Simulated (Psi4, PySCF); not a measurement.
Intermolecular potential of H10Si4 ··· H2O (SMILES [SiH3][SiH2][SiH2][SiH3] and O). Monomers: optimised at B3LYP-D3(BJ) (def2-SVP and def2-TZVP), held rigid. Orientation: lowest of the rigid-body minima from ten starts at GFN2-xTB. R is the distance of the centres of mass, along which the second monomer moves.

Levels of theory: RKS-B3LYP/6-31G* = restricted B3LYP/6-31G*, spherical d, no counterpoise correction (PySCF); RMP2/6-31G* = PySCF with restricted MP2 (frozen core)/6-31G*, spherical d, no counterpoise correction; RHF/6-31G* = restricted Hartree-Fock/6-31G*, spherical d, no counterpoise correction in PySCF; wB97X-D/def2-TZVP, counterpoise-corrected (Psi4).

Interaction energies in kJ/mol; the last columns give the difference from wB97X-D:

```tsv
R / Å	RKS-B3LYP/6-31G*	RMP2/6-31G*	RHF/6-31G*	wB97X-D/def2-TZVP	RKS-B3LYP/6-31G* − wB97X-D/def2-TZVP	RMP2/6-31G* − wB97X-D/def2-TZVP	RHF/6-31G* − wB97X-D/def2-TZVP
3.08	5.00	4.28	20.29	10.72	-5.72	-6.44	9.57
3.32	-5.23	-6.97	5.41	-0.91	-4.33	-6.07	6.31
3.51	-8.98	-11.07	-0.90	-5.29	-3.69	-5.77	4.39
3.71	-10.51	-12.63	-4.40	-7.04	-3.47	-5.59	2.64
3.93	-10.47	-12.41	-5.98	-7.07	-3.40	-5.34	1.10
4.19	-9.13	-10.75	-6.08	-6.03	-3.10	-4.72	-0.05
4.50	-6.74	-8.02	-5.01	-4.56	-2.18	-3.45	-0.44
5.04	-3.03	-3.87	-2.64	-2.70	-0.33	-1.16	0.06
5.72	-0.88	-1.33	-0.98	-1.35	0.47	0.01	0.37
6.68	-0.24	-0.40	-0.32	-0.51	0.28	0.11	0.19
8.00	-0.09	-0.15	-0.12	-0.19	0.09	0.04	0.06
```

RKS-B3LYP/6-31G* is furthest from wB97X-D/def2-TZVP at 3.08 (-5.72 kJ/mol, below); its mean absolute difference over the points is 2.46 kJ/mol.

RMP2/6-31G* is furthest from wB97X-D/def2-TZVP at 3.08 (-6.44 kJ/mol, below); its mean absolute difference over the points is 3.52 kJ/mol.

RHF/6-31G* is furthest from wB97X-D/def2-TZVP at 3.08 (9.57 kJ/mol, above); its mean absolute difference over the points is 2.29 kJ/mol.
